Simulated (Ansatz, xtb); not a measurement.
## Relative energy of two isomers of AlH5MgOSi

Structure X: `[MgH][AlH][O][SiH3]`, a singlet. Structure Y: `[MgH][O][AlH][SiH3]`, a singlet. Both are isolated molecules in the gas phase, relaxed with B3LYP-D3(BJ)/def2-SVP; the shapes shown needn't be the lowest conformers.

X (Å):

```xyz
9

Al    1.3790   -0.2857   -0.2326
Mg    0.5824    1.9227   -1.6238
O     0.4537   -0.7078    1.1585
Si   -0.7030   -0.6778    2.3311
H     0.0734    3.3074   -2.4849
H     2.5952   -1.2902   -0.4889
H    -0.0796   -0.5348    3.6796
H    -1.6355    0.4770    2.1260
H    -1.5095   -1.9334    2.3049
```

Y (Å):

```csv
atom,x (Å),y (Å),z (Å)
Al,0.2417,-1.3372,0.5228
Mg,-1.0049,0.9336,-1.8376
O,-0.3482,-0.2618,-0.6456
Si,-0.1832,-0.8651,2.9010
H,-1.6131,2.0417,-2.9513
H,1.0420,-2.6355,0.0689
H,1.0225,-1.1080,3.7577
H,-1.2694,-1.7465,3.4438
H,-0.6175,0.5490,3.1395
```

Q: Which of the two would you expect CCSD(T)/def2-SVP + ΔMP2/def2-TZVPP electronic energies to favour?

A: Structure Y; the calculation gives E(Y) − E(X) = −0.185 eV.

Level by level:

| level | geometry | E(Y) − E(X) (eV) | departure from the last row (eV) | job, with rough time for the two |
| --- | --- | --- | --- | --- |
| B3LYP-D3(BJ)/def2-SVP | B3LYP-D3(BJ)/def2-SVP | −0.408 | −0.223 | optimisation, 47 s |
| HF/def2-SVP | B3LYP-D3(BJ)/def2-SVP | −0.178 | +0.007 | part of the CCSD(T) run |
| MP2/def2-SVP | B3LYP-D3(BJ)/def2-SVP | −0.474 | −0.289 | part of the CCSD(T) run |
| CCSD(T)/def2-SVP | B3LYP-D3(BJ)/def2-SVP | −0.408 | −0.223 | single point |
| CCSD(T)/def2-SVP + ΔMP2/def2-TZVPP | B3LYP-D3(BJ)/def2-SVP | −0.185 |  | single point, 17 s |

As drawn, Y has 1 Mg–O, 1 Al–Si in place of 1 Al–Mg, 1 O–Si.

The levels shown agree on the order. The largest departure from CCSD(T)/def2-SVP + ΔMP2/def2-TZVPP is that of MP2/def2-SVP, 0.289 eV. Levels run at GFN2-xTB geometries aren't shown. The last row adds to CCSD(T) the change of the MP2 difference between the two basis sets, here +0.223 eV, a large step that makes the value less sure.

With harmonic frequencies from B3LYP-D3(BJ)/def2-SVP (ideal gas, rigid rotor, one conformer each, 298.15 K, 1 atm): on the last row, ΔE + ΔZPE = −0.224 eV. A mode under 50 cm⁻¹ makes harmonic enthalpies and free energies unreliable, so none is given.

The correlated steps freeze 12 core orbitals; the last core shell of Mg is correlated, in a basis made for valence electrons. Run with Ansatz 0.2.0; the last row on 2 threads of Arm Neoverse V2 on a shared host.
